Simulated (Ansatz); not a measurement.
One change: `[CH3][GeH]([Cl])[Cl]` becomes `[Cl][GeH]([Cl])[SeH]`.

Ansatz, PBE0-D4/def2-TZVP geometries, multiplicity 1. Each molecule was computed in one conformer, which needn't be the lowest.

Scalar relativity is left out up to krypton. Spin–orbit coupling is left out; it splits and shifts lone-pair levels of the heavy atoms by tenths of an eV.

| property | `[CH3][GeH]([Cl])[Cl]` |
| --- | --- |
| HOMO–LUMO gap (PBE0/def2-TZVPP) / eV | 8.42 |
| HOMO–LUMO gap (B3LYP/def2-TZVPP) / eV | 7.86 |
| HOMO energy (PBE0/def2-TZVPP) / eV | -8.73 |
| ideal-gas entropy at 298 K and 1 bar (rigid rotor, harmonic PBE0-D4/def2-TZVP) / J/(mol·K) | 346 |
| HOMO energy (ωB97M-V/def2-TZVPP) / eV | -10.94 |
| size of the dipole moment (B3LYP/def2-TZVPP) / D | 2.69 |

**Question.** Give the same properties after the change, and the shifts. (Estimate.)

**Answer.** The calculation gave: 
```
                                                                                  property  `[Cl][GeH]([Cl])[SeH]`  shift
                                                      HOMO–LUMO gap (PBE0/def2-TZVPP) / eV                    6.13  -2.29
                                                     HOMO–LUMO gap (B3LYP/def2-TZVPP) / eV                    5.58  -2.28
                                                        HOMO energy (PBE0/def2-TZVPP) / eV                   -7.67   1.06
ideal-gas entropy at 298 K and 1 bar (rigid rotor, harmonic PBE0-D4/def2-TZVP) / J/(mol·K)                     367     21
                                                     HOMO energy (ωB97M-V/def2-TZVPP) / eV                   -9.83   1.11
                                          size of the dipole moment (B3LYP/def2-TZVPP) / D                    1.30  -1.39
```

With PBE0 the HOMO rises by 1.06 eV and the LUMO falls by 1.23 eV, so the gap narrows by about 2.29 eV. PBE moves the HOMO by 0.90 eV and ωB97M-V by 1.11 eV. The zero-point energy changes by -74.9 kJ/mol with -6 modes. Dipoles are sizes alone; their direction can turn.

B3LYP here is the variant with VWN-RPA as its local correlation; programs differ in this.
